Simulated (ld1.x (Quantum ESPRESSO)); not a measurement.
**Building the TM semilocal potential for Hg (Z = 80) (PBE, scalar-relativistic).**

```json
{
  "Element": "Hg",
  "Generator": "ld1.x (Quantum ESPRESSO) 7.5",
  "Type": "norm-conserving Troullier–Martins (semilocal form)",
  "Functional": "PBE",
  "Relativity": "scalar-relativistic",
  "Frozen core": "[Kr] 4d10 4f14",
  "Valence charge": "20",
  "Reference configuration": "5s2 5p6 5d10 6s2 6p0",
  "Partial waves": "5p (bound): rc 1.05 bohr; 5d (bound): rc 1.75 bohr; 5s (bound): rc 0.90 bohr",
  "Local potential": "the s channel",
  "Core correction": "none"
}
```

Occupied shells without a wave of their own: 6s. They enter only through the test configuration that unscreens the potential.

All-electron outer shells of the reference configuration (PBE, scalar-relativistic, ld1.x):

```
shell  level (eV)  outermost node (bohr)  outermost maximum (bohr)
   4d     -348.74                   0.20                      0.40
   5s     -118.18                   0.47                      0.82
   4f      -95.89                      –                      0.37
   5p      -66.52                   0.51                      0.93
   5d       -9.86                   0.55                      1.17
   6s       -6.82                   1.08                      2.21
   6p       -1.05                   1.28                      3.34
```

Problem. Does the generator finish with these settings?

Solution. Yes, a potential is produced.

Problem. Estimate the cutoffs (Ry, on a coarse ladder) from which the occupation-weighted sum of valence levels, in a spherical-Bessel basis at the reference potential, stays within 10 and 1 mRy of its value at 400 Ry.

Solution. 180 Ry and 300 Ry.

Problem. Which valence shell sets the plane-wave cutoff?

Solution. 5s: its level needs 260 Ry to come within 1 mRy, against 160 Ry for 5p.

Problem. Tests: 5s2 5p6 5d10 6s1 6p0; 5s2 5p6 5d10 6s0 6p0; 5s2 5p6 5d9 6s0 6p0; 5s2 5p6 5d8 6s0 6p0; 5s2 5p6 5d10 6s1.5 6p0; 5s2 5p6 5d10 6s0 6p2; 5s2 5p6 5d9 6s2 6p1. Which has the largest error in its energy relative to the reference configuration, and how large is it?

Solution. 5s2 5p6 5d8 6s0 6p0, with -779 meV (all-electron minus pseudo) on +114.95 eV.
